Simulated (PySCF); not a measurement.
Which level of theory gave which numbers?

Compound: C3H6O2Si.
InChI=1S/C3H6O2Si/c1-3-2-5-6(3)4/h2,4,6H,1H3/t6-/m1/s1

The closed-shell ground state was solved 7 times with PySCF (density fitting, gas phase), always in the pcSseg-1 basis (139 functions), with these functionals: B3LYP, BHandHLYP, HF, LC-wPBE, LDA, mPW1PW91 and wB97X-D. The structure is a single PBE0-D3(BJ)/def2-SVP conformer in the gas phase; no vibrational or solvent corrections.

```
row  total energy (Eh)  HOMO (eV)  LUMO (eV)  dipole (D)
  P          -555.7340      -9.30       3.66        2.50
  Q          -557.8107      -6.62      -0.11        2.23
  R          -557.7737      -8.44       1.72        2.26
  S          -554.5698      -5.51      -1.29        2.19
  T          -557.8945      -6.34      -0.31        2.20
  U          -557.7140      -7.67       0.98        2.35
  V          -557.6130      -9.26       2.19        2.28
```

Problem. Which functional belongs to which row?

Solution. P = HF, Q = mPW1PW91, R = wB97X-D, S = LDA, T = B3LYP, U = BHandHLYP, V = LC-wPBE. By rising HOMO–LUMO gap: LDA (LDA) 4.22 eV; B3LYP (global hybrid, 20 % exact exchange) 6.03 eV; mPW1PW91 (global hybrid, 25 % exact exchange) 6.51 eV; BHandHLYP (global hybrid, 50 % exact exchange) 8.65 eV; wB97X-D (range-separated hybrid) 10.16 eV; LC-wPBE (range-separated hybrid) 11.45 eV; HF (all exact exchange) 12.96 eV. Total energies of different functionals aren't bounds to one another; each is stationary for its own functional.

Conformer computed: `[CH3:1][C:2]1=[CH:3][O:4][Si@H:5]1[OH:6]`: H–O6–Si5–O4 60°.

Note: wB97X-D ran without an empirical dispersion term, which enters the total energy and its gradient alone.
